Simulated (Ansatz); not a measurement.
Molecule: sum formula HSiO, net charge -1, singlet state. It need not be the lowest isomer of its formula. Whether it binds its extra electron was not tested at this geometry. SMILES: O=[SiH-]
Geometry: optimised at B3LYP-D3(BJ)/def2-TZVP (Ansatz, a program for electronic structure).

Parts of the frozen-core correlation energy in STO-3G (Ansatz, hartree). Frozen orbitals: 6; correlated occupied orbitals by spin: 6 and 6; virtual: 3 and 3. Spin-orbit coupling is left out. Non-relativistic. The restricted reference is unstable.

| term | value |
|---|---|
| reference (HF) | -359.73315 |
| MP2 opposite-spin | ? |
| MP2 same-spin | -0.02184 |
| CCSD correlation | ? |
| (T) | ? |
| FCI minus CCSD(T) | -0.00047 |
| T1 diagnostic | 0.029 |
| largest doubles amplitude | 0.224 |

Task: What belongs in the gaps?

Result: 
- MP2 opposite-spin, value: -0.08445
- CCSD correlation, value: -0.11888
- (T), value: -0.00772
